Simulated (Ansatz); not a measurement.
# How methods differ on BF3 (boron trifluoride)

BF3 has 4 atoms, charge 0, and is taken as a singlet. As SMILES, `FB(F)F`. Geometry: relaxed at PBE0-D4/def2-TZVP.

```xyz
4

F     0.5439    0.2107    1.1743
B     0.0000    0.0000    0.0000
F    -0.2652   -1.2235   -0.3896
F    -0.2787    1.0128   -0.7847
```

Each level gives the energy change with the F1–B2 bond stretched from 1.311 to 3.278 Å (eV). The values are calculated.

```
                      level                    kind  program  value (eV)  less FCI/STO-3G  CPU time (all runs)
 revPBE/STO-3G (restricted)                     GGA   Ansatz        8.17            +2.15                2.2 s
 r2SCAN/STO-3G (restricted)                meta-GGA   Ansatz        8.85            +2.83                5.4 s
  B3LYP/STO-3G (restricted)           global hybrid   Ansatz        9.23            +3.21                2.4 s
r2SCAN0/STO-3G (restricted)         hybrid meta-GGA   Ansatz        9.90            +3.88                5.8 s
  HSE06/STO-3G (restricted)  range-separated hybrid   Ansatz        9.55            +3.53                3.1 s
wB97M-V/STO-3G (restricted)  range-separated hybrid   Ansatz       10.28            +4.26                 35 s
 B2PLYP/STO-3G (restricted)           double hybrid   Ansatz        8.10            +2.08                3.3 s
  CCSDT/STO-3G (restricted)   coupled cluster or CI   Ansatz        6.06            +0.04                1.5 s
                 FCI/STO-3G      exact in the basis   Ansatz        6.02             0.00                 43 s
```

FCI/STO-3G is exact within its basis and frozen core, so for wave-function methods in that basis the difference is their error; functionals converge differently with the basis, so for them it is only a difference. The first shape isn't each level's own minimum. The values span 6.02 to 10.28 eV. All rows use very small basis sets, so none should be taken for the real molecule's value. In so small a basis fixed costs decide the times, and correlated methods can beat functionals. Times are those of the runs behind each value, whatever else they computed, on shared processors of several kinds: orders of magnitude only.
